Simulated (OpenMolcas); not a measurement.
A calculation on As3+.

```
Program             : OpenMolcas 26.06
Method              : CASSCF
Basis               : ANO-RCC-VQZP [7s6p4d2f1g]
Scalar Hamiltonian  : DKH2, point nucleus
Active space        : 2 electrons in 8 orbitals (4s 4p 5s 5p)
State averaging     : 2S+1 = 3 even, 3 roots; 2S+1 = 1 even, 7 roots; 2S+1 = 3 odd, 3 roots; 2S+1 = 1 odd, 3 roots
Spin-orbit coupling : RASSI with atomic mean-field integrals over the reference wave functions, term energies averaged over their components
```

(1) Which level of the active space comes out lowest?

(2) How high does 4s 4p ³P°₀ lie?

(3) How high does 4s 4p ³P°₁ lie?

(4) How high does 4s 4p ³P°₂ lie?

Measured values: Moore, Atomic Energy Levels, vol. II, NSRDS-NBS 35 (1971 reprint of NBS Circular 467, 1952).

Results:

(1) 4s² ¹S₀, with 100 % of that term; it is also the measured ground level.

(2) 73520 cm⁻¹ above the lowest level.

(3) 74532 cm⁻¹ above the lowest level; measured 76962 cm⁻¹ above the ground level, so the calculation is off by -3 %.

(4) 76672 cm⁻¹ above the lowest level; measured 79492 cm⁻¹ above the ground level, so the calculation is off by -4 %.

Active for correlation alone: 5p 5s; no level in the range computed is led by a configuration that fills them, so any true level of that kind is missing. Measured partners are found by configuration, term and J. A level has none where our copy of the source lacks it or the pairing is in doubt (some pairs that miss far off the trend of their configuration count as doubtful), and it then counts in no deviation. Only configurations of the active space appear.

° marks odd parity.
